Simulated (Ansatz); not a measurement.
Ansatz (a program for electronic structure) input (CCSD(T)/def2-SVPD):

Ansatz 0.2 input:
```yaml
crystal:
  periodic: [false, false, false]
  atoms:
    - {symbol: Sc, position_ang: [0.00000000, 0.00000000, -0.00000000]}
    - {symbol: F, position_ang: [-1.68376152, -1.02125008, 0.09544745]}
    - {symbol: F, position_ang: [0.00850404, 1.81774207, -0.76345022]}
    - {symbol: F, position_ang: [1.67525747, -0.79649199, 0.66800276]}
basis:
  gaussian:
    orbitals: def2-SVPD
magnetization: {spin_polarized: true, initial_magnetization: 2}
correlation: {method: ccsd_t, electrons: outside_noble_gas}
```

End of the output:

```
determinant -28784.04901669 eV, -1057.7942908340 hartree, with singles and doubles -28800.74114493 eV, -1058.4077152328 hartree
determinant -28783.13777368 eV, -1057.7608032711 hartree, with singles and doubles -28801.01386922 eV, -1058.4177376653 hartree
determinant -28782.90173993 eV, -1057.7521291908 hartree, with singles and doubles -28800.86537944 eV, -1058.4122807668 hartree
determinant -28782.82822625 eV, -1057.7494276128 hartree, with singles and doubles -28800.79230230 eV, -1058.4095952314 hartree
determinant -28782.76034655 eV, -1057.7469330801 hartree, with singles and doubles -28800.77343217 eV, -1058.4089017668 hartree
determinant -28782.55422200 eV, -1057.7393581426 hartree, with singles and doubles -28800.90024231 eV, -1058.4135619534 hartree
determinant -28782.25797243 eV, -1057.7284711715 hartree, with singles and doubles -28800.69816305 eV, -1058.4061356777 hartree
determinant -28782.25485281 eV, -1057.7283565277 hartree, with singles and doubles -28800.66929675 eV, -1058.4050748609 hartree
12 core orbitals not correlated, not the lowest: weight in the atoms' cores, before any rotation towards them, 0.671 or more for the frozen orbitals, at most 0.280 for the correlated occupied ones
reference -28784.46734196 eV, -1057.8096640042 hartree; 13, 11 occupied and 78, 80 virtual orbitals, 1033 factors
second order -16.29805362 eV of doubles, -0.00000000 eV of singles
coupled cluster: 0.62 GiB planned
cycle   1  -16.67086605 eV  change    1.8e-6 eV  update   5.8e-6
perturbative correction -0.40884898 eV, -0.0150249227 hartree
Total energy: -28801.54705698 eV, -1058.4373319543 hartree
```

The spin state was set by rule; other spins were not relaxed.
